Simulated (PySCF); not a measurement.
C5H7BO, SMILES B1(C)C(OC1)=C=C.

The structure is a stationary point at B3LYP-D3(BJ)/def2-SVP. The structure was generated by enumeration, and PubChem lists no compound with its InChIKey, so it may never have been made.

Calculation: PySCF with TDDFT-PBE/def2-SVPD.

Vertical excitations. Isolated molecule, no solvent.

| state | energy (eV) | λ (nm) | f | main pairs |
|---|---|---|---|---|
| S1 | 3.59 | 345 | 0.091 | HOMO→LUMO 95 % |
| S2 | 4.12 | 301 | 0.000 | HOMO−1→LUMO 68 %, HOMO→LUMO+1 31 % |
| S3 | 4.18 | 297 | 0.000 | HOMO→LUMO+1 69 %, HOMO−1→LUMO 31 % |
| S4 | 4.72 | 263 | 0.000 | HOMO−2→LUMO 100 % |
| S5 | 5.18 | 239 | 0.005 | HOMO→LUMO+2 100 % |
| S6 | 5.60 | 221 | 0.001 | HOMO−3→LUMO 98 % |
| S7 | 5.78 | 214 | 0.012 | HOMO−4→LUMO 71 %, HOMO−1→LUMO+1 11 % |
| S8 | 5.88 | 211 | 0.003 | HOMO−2→LUMO+1 83 % |
| S9 | 5.93 | 209 | 0.002 | HOMO→LUMO+3 100 % |
| S10 | 6.18 | 201 | 0.250 | HOMO−1→LUMO+1 44 %, HOMO−4→LUMO 15 %, HOMO→LUMO+5 15 %, HOMO−3→LUMO+1 10 % |
| T1 | 2.45 | 506 | 0 | HOMO→LUMO 99 % |
| T2 | 3.78 | 328 | 0 | HOMO−1→LUMO 52 %, HOMO→LUMO+1 47 % |
| T3 | 3.84 | 323 | 0 | HOMO→LUMO+1 52 %, HOMO−1→LUMO 47 % |
| T4 | 4.38 | 283 | 0 | HOMO−1→LUMO+1 94 % |
Triplets are in the Tamm–Dancoff approximation, which puts them higher than full response would, so one can lie above its singlet here.
